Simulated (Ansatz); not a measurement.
`N[Si](F)([SiH3])Cl` + `N=CCF` → `FC/C=N\[SiH3]` + `N[SiH](F)Cl`  (cleavage of the Si–Si bond)

Computed with Ansatz on PBE0-D4/def2-TZVP structures; ΔE is electronic, products minus reactants. CCSD(T)/CBS is the MP2 limit (def2-TZVPP, def2-QZVPP) plus CCSD(T) − MP2 in def2-TZVPP, frozen cores. DFT in def2-TZVPP. B3LYP here is the variant with VWN-RPA as its local correlation; programs differ in this. Each species was taken in one conformer, which may not be the lowest.

```
         level  ΔE (kJ/mol)
        PBE-D4        -15.6
        B2PLYP        -38.3
         B3LYP        -34.0
MP2/def2-TZVPP        -43.3
```

**Question.** What does CCSD(T)/CBS give? (Best estimate.)

**Answer.** Ansatz gave: -33.3 kJ/mol. The listed levels differ from it by 17.7, -5.0, -0.7, -10.0 kJ/mol.

Largest T1 diagnostic among the species: 0.013.

In def2-TZVPP, CCSD(T) changes the Hartree–Fock value by +16.3 kJ/mol (the triples alone add +1.8 kJ/mol) and MP2 by +6.3 kJ/mol. From PBE to PBE0 (25 % exact exchange), in def2-TZVPP and without D4, ΔE moves by −5.6 kJ/mol.
